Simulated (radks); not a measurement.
Values are calculated unless marked as measured or tabulated.
Question: The mean radii <r> (bohr) of the occupied orbitals of an atom or ion are listed with their occupations. Level of theory: scalar-relativistic Kohn-Sham, LDA (Slater exchange, VWN5 correlation), spin-polarised, spherical densities, finite nucleus; Fermi nuclear charge, rms radius of each element as measured or else 0.836 A^(1/3) + 0.57 fm (a radial shooting solver on a logarithmic mesh with Libxc functionals).

orbital  occ.      <r>
1s up       1  0.03432
1s down     1  0.03432
2s up       1   0.1498
2s down     1   0.1498
2p up       3   0.1304
2p down     3   0.1304
3s up       1   0.4162
3s down     1   0.4161
3p up       3   0.4170
3p down     3   0.4168
3d up       5   0.3993
3d down     5   0.3990
4s up       1    1.052
4s down     1    1.048
4p up       3    1.158
4p down     3    1.155
4d up       4    1.512

Name the element and its charge. Open shells, if any, are filled with parallel spins first.

Answer: Z = 43, technetium, charge +3: Tc3+ in [Kr] 4d4. The 1s radius gives Z: for a bare nucleus <r> = (2 gamma + 1)/(2Z) with gamma = sqrt(1 - (Z/c)^2), 0.03371 bohr for Z = 43, and screening makes it slightly larger (0.03432 here). The occupations add up to 40, and the charge is Z minus that.
